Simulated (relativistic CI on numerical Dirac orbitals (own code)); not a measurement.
**Zr2+: resonant inelastic scattering at the L2,3 edge**

Computed with this model: Dirac-Coulomb-Breit CI, separate exchange-only KLI orbitals for each configuration, QED by a radiative potential, Kramers-Heisenberg scattering through one core-hole configuration in a parametric crystal field, unscaled Slater integrals; configurations [Kr] 4d2 → [He] 2s2 2p5 3s2 3p6 3d10 4s2 4p6 4d3; 10 K; core-hole width 0.96 eV; summed over polarisations. Incident energies are the highest absorption maxima for each field (at most a few, so the weaker spin-orbit partner edge can be absent), on the computed scale of the free ion. Intensities are in per cent of the strongest line above 0.02 eV; levels within 1 cm⁻¹ are merged; final levels count from the ground level, the first row holds all elastic scattering, lines under 0.4 are left out and each table stops after 24 rows. The scale of the Slater integrals is a model choice and moves the terms in proportion.

Field parameters in Wybourne normalisation: Td as Oh with Dq negative (B⁴₀ = 21Dq, B⁴₄ = √(5/14) B⁴₀). The field is a parameter set, without covalency.

S is read from ⟨S²⟩ = S(S + 1).

Td, 10Dq = -2100 cm⁻¹:

```csv
Final level (eV),Degeneracy,Irrep,S,2225.5 eV,2308.5 eV,2310 eV
0.000,3,T2,1.00,2675.1,215.7,353.3
0.254,2,E,1.00,57.4,26.6,5.7
0.255,1,A2,1.00,8.3,6.8,1.3
0.269,3,T2,1.00,100.0,43.8,31.6
0.280,3,T1,1.00,34.9,25.3,21.5
0.452,3,T2,1.00,96.8,8.9,8.9
0.470,2,E,1.00,49.3,10.0,8.6
0.514,3,T1,1.00,47.8,24.7,10.2
0.538,1,A1,1.00,10.8,12.8,8.9
1.184,2,E,0.05,56.3,7.3,62.1
1.381,3,T2,0.18,56.4,4.0,41.8
1.502,1,A1,1.00,6.7,20.6,11.8
1.526,3,T1,1.00,13.7,33.5,5.8
1.574,2,E,0.99,8.9,11.4,4.1
1.588,3,T2,0.93,13.3,7.5,2.3
1.801,1,A1,0.00,23.3,2.8,33.4
1.878,3,T1,0.00,28.1,3.5,48.6
2.007,2,E,0.00,0.5,0.3,2.0
2.054,3,T2,0.00,2.5,0.2,5.3
4.352,1,A1,0.00,2.1,0.6,3.5
```

Td, 10Dq = -4750 cm⁻¹:

```
Final level (eV)  Degeneracy  Irrep     S  2225.6 eV  2308.8 eV  2310.2 eV
           0.000           3     T2  1.00     2886.8      323.6      456.5
           0.575           1     A2  1.00        3.2        7.5        0.5
           0.586           3     T2  1.00       65.9       52.3       29.7
           0.589           2      E  0.99       16.3       23.2        5.4
           0.603           3     T1  1.00       35.5       31.2       27.0
           0.981           3     T2  1.00      100.0       18.9       13.1
           0.984           2      E  0.99       59.7       19.3       11.4
           1.040           3     T1  1.00       59.1       41.7       15.6
           1.063           1     A1  1.00       12.5       19.1       14.8
           1.236           2      E  0.06       74.0       12.8       72.8
           1.760           3     T2  0.13       49.7        5.0       40.1
           1.941           1     A1  0.90        8.5       12.9       23.2
           1.964           1     A1  0.24       23.7        5.8       19.3
           1.965           3     T1  1.00       17.7       23.5        4.3
           2.002           2      E  1.00       11.2        9.2        2.2
           2.017           3     T2  0.95       15.5        7.8        2.6
           2.198           3     T1  0.01       41.0        5.4       69.8
           2.606           2      E  0.00        1.3        0.1        0.3
           2.647           3     T2  0.00        1.1        0.1        2.5
           4.833           1     A1  0.00        1.1        0.6        1.4
```

Td, 10Dq = -7350 cm⁻¹:

```tsv
Final level (eV)	Degeneracy	Irrep	S	2225.7 eV	2309 eV	2310.3 eV
0.000	3	T2	1.00	2925.5	489.0	436.8
0.894	1	A2	1.00	0.7	8.7	0.0
0.905	3	T2	1.00	67.2	63.4	29.3
0.908	2	E	0.98	12.0	29.2	6.4
0.924	3	T1	1.00	41.3	37.9	24.0
1.245	2	E	0.12	72.9	27.7	60.8
1.462	3	T2	1.00	100.0	26.6	14.2
1.474	2	E	0.98	61.8	23.3	13.7
1.509	3	T1	1.00	64.5	58.6	17.8
1.526	1	A1	0.99	13.7	26.6	16.2
2.075	1	A1	0.02	30.5	16.6	24.2
2.112	3	T2	0.06	47.3	6.0	36.7
2.442	1	A1	1.00	2.9	6.3	2.6
2.453	3	T1	0.97	19.3	14.6	6.7
2.481	2	E	1.00	16.9	5.3	1.7
2.491	3	T2	0.98	20.1	5.4	2.8
2.521	3	T1	0.09	53.8	7.2	78.3
3.229	2	E	0.00	1.3	0.1	0.1
3.261	3	T2	0.00	0.6	0.1	0.9
5.360	1	A1	0.00	0.8	0.6	0.7
```

For the first field the strongest loss at the lowest incident energy is the level at 0.27 eV (S = 1.00, against 1.00 in the thermal ground state). Levels of other spin, the first over 8 % at 1.18 eV, appear because spin-orbit coupling of the core hole, and in heavier ions of the valence shell too, mixes spins.
